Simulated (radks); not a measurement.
Results of a calculation; reference values are marked as such.
Problem. The mean radii <r> (bohr) of the occupied orbitals of an atom or ion are listed with their occupations. Code: a radial shooting solver on a logarithmic mesh with Libxc functionals. Model: Dirac Kohn-Sham, PBEsol, spin-unpolarised, spherical densities, finite nucleus; Fermi nuclear charge, rms radius of each element as measured or else 0.836 A^(1/3) + 0.57 fm.

| orbital | occ. | <r> |
|---|---|---|
| 1s1/2 | 2 | 0.1307 |
| 2s1/2 | 1 | 0.6546 |
| 2p1/2 | 2 | 0.6133 |
| 2p3/2 | 3 | 0.6150 |
| 3s1/2 | 1 | 2.013 |

Name the element and its charge. Open shells, if any, fill j = l - 1/2 first.

Solution. Z = 12, magnesium, charge +3: Mg3+ in [He] 2s1 2p5 3s1. The 1s radius gives Z: for a bare nucleus <r> = (2 gamma + 1)/(2Z) with gamma = sqrt(1 - (Z/c)^2), 0.1247 bohr for Z = 12, and screening makes it slightly larger (0.1307 here). The occupations add up to 9, and the charge is Z minus that.
